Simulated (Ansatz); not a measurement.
## Which level was it?

The species is SiNH2Cl2 (6 atoms), meant as a doublet with charge 0. SMILES: `[NH][SiH](Cl)Cl`. The coordinates come from a PBE0-D4/def2-TZVP relaxation. This is one conformer, not always the lowest.

```jsonl
{"atom": "N", "x (Å)": "1.4037", "y (Å)": "-0.2155", "z (Å)": "-0.1636"}
{"atom": "Si", "x (Å)": "-0.2410", "y (Å)": "0.0419", "z (Å)": "0.3208"}
{"atom": "Cl", "x (Å)": "-0.9123", "y (Å)": "1.7912", "z (Å)": "-0.4925"}
{"atom": "Cl", "x (Å)": "-1.3824", "y (Å)": "-1.5273", "z (Å)": "-0.3172"}
{"atom": "H", "x (Å)": "1.5206", "y (Å)": "-0.2883", "z (Å)": "-1.1769"}
{"atom": "H", "x (Å)": "-0.3464", "y (Å)": "0.1339", "z (Å)": "1.7832"}
```

Orbital energies are those of the mean-field step.

A calculation with Ansatz 0.2.0 gave:

```yaml
total_energy: -1265.8869 Eh
dipole_moment: 0.57 D
HOMO_energy: -8.25 eV
LUMO_energy: -4.49 eV
⟨S²⟩: 0.753
largest_force: 0.549 eV/Å
```

**Question.** Which of these levels gave the numbers?
A. B3LYP/6-31G* (spherical functions)
B. HF/def2-SVP
C. B3LYP/6-31G* (Cartesian functions)
D. CCSDT/ANO-RCC-MB (density fitting with def2-universal-jkfit, cc-pVDZ-rifit for correlation)

**Answer.** C. The others give -1265.8775 Eh (B3LYP/6-31G* (spherical functions)), -1262.5405 Eh (CCSDT/ANO-RCC-MB (density fitting with def2-universal-jkfit, cc-pVDZ-rifit for correlation)), -1263.2002 Eh (HF/def2-SVP).
